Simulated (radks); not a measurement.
Question: These are the eigenvalues of the occupied orbitals of an atom or ion with whole-number occupations (hartree). Calculated with a radial shooting solver on a logarithmic mesh with Libxc functionals: non-relativistic Kohn-Sham, r2SCAN, spin-unpolarised, spherical densities, point nucleus; meta-GGA in the generalised Kohn-Sham scheme.

orbital  eigenvalue
1s        -19.10636
2s         -0.92886
2p         -0.34197

Which element is it, and in what charge state? The configuration may be excited.

Answer: Z = 8, oxygen, charge 0: O in [He] 2s2 2p4. The list shows which subshells hold electrons but not how many an open one holds; the 1s level, -19.106 hartree, gives Z - s = 6.2 by -(Z - s)^2/2, which with screening narrows Z to a few neighbours, and the depths of the outer levels then fix element, charge and occupations together.
